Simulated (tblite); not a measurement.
Compound: C4H11O2P.
Cartesian coordinates in Å at the GFN2-xTB level; atoms count from 1:
```
atom  x, y, z in Å
C1    -2.6378    0.7472    0.5424
P2    -1.1481   -0.3095    0.4988
O3    -1.4242   -1.7177    0.1982
C4    -0.0086    0.5052   -0.6855
C5     1.1714   -0.4114   -0.9821
C6     1.8969   -0.8000    0.3061
O7     2.2564    0.3105    1.0930
H8    -2.3965    1.7800    0.7747
H9    -3.1280    0.6856   -0.4288
H10   -3.3127    0.3446    1.2959
H11   -0.5771   -0.0863    1.7480
H12   -0.5745    0.6991   -1.6021
H13    0.3242    1.4560   -0.2688
H14    0.8056   -1.3264   -1.4507
H15    1.8634    0.0816   -1.6725
H16    1.2248   -1.3974    0.9286
H17    2.7800   -1.4092    0.0659
H18    2.8763    0.8546    0.5939
```

Method: GFN2-xTB as coded in tblite; computed harmonic values from a numerical Hessian at the method's own geometry, unscaled. Errors from tens to a few hundred cm⁻¹ against measured bands are possible. Modes of hydrogen on phosphorus can be 10 to 20 % off. One conformer, not necessarily the lowest.

Harmonic wavenumbers (cm⁻¹): 26.6, 78.9, 152.7, 170.4, 183.9, 228.5, 300.1, 331.8, 354.2, 376.5, 524.3, 677.7, 685.5, 755.3, 811.9, 838.3, 880.1, 916.8, 940.1, 983.8, 1002.4, 1050.5, 1094.6, 1124.9, 1143.8, 1232.5, 1264.5, 1273.5, 1311.8, 1316.4, 1335.6, 1344.5, 1417.0, 1422.9, 1437.1, 1465.9, 1474.1, 2311.2, 2883.4, 2933.8, 2942.5, 2971.0, 2981.9, 2994.8, 2997.0, 3007.4, 3037.5, 3537.6.

A = 3758, B = 1259, C = 1195 MHz; mass 122.050 u (most abundant isotopes); point group C1, symmetry number 1.

Q: Zero-point energy?

A: Half the sum of the wavenumbers: 32264 cm⁻¹ = 92.25 kcal/mol.

Q: What is S at 350 K and 1 bar for an ideal gas of classical rigid rotors and harmonic oscillators?

A: Translation 41.13, rotation 28.91, vibration 31.88: S = 101.9 cal/(mol K).

Q: And Cp and H(350 K) − H(0)?

A: Cp = 40.26 cal/(mol K), of which vibrations give 32.32 (their classical limit is 48 R = 95.4); H(350 K) − H(0) = 8.49 kcal/mol without the zero-point energy, 5.71 from vibrations.

Q: How do the functions run with temperature in this model?

A: 
```
 T (K)  S (cal/(mol K))  Cp (cal/(mol K))  H − H(0) (kcal/mol)  G − H(0) (kcal/mol)  ln q(vib)
   150             76.6              22.4                 2.27                -9.22       3.08
   250             90.0              31.0                 4.93               -17.58       5.48
298.15             95.9              35.4                 6.53               -22.05       6.62
   400            107.6              44.7                10.62               -32.42       9.01
   600            128.7              59.3                21.11               -56.09      13.64
   900            155.6              73.5                41.21               -98.87      20.26
```

q(vib) and H(0) count from the zero-point level.

Q: What must be added to the electronic energy to get the Gibbs energy at 350 K and 1 bar?

A: ZPE + [H(350 K) − H(0)] − T·S = 92.25 + 8.49 − 35.67 = 65.07 kcal/mol.

Q: Blend soft modes into free rotors: weight 1/[1 + (100 cm⁻¹/ν̃)⁴] for the oscillator and the rest for a rotor with moment μB/(μ + B), μ = h/(8π²ν), B = 10⁻⁴⁴ kg m². What vibrational entropy results?

A: 29.04 cal/(mol K) in place of 31.88, which changes −T·S at 350 K by +0.99 kcal/mol.

Hindered rotation and anharmonicity are outside this model. Other conformers, if any are populated, would add a mixing term that is left out. The structure is chiral; the term R ln 2 for an equal mix with its mirror image is left out.
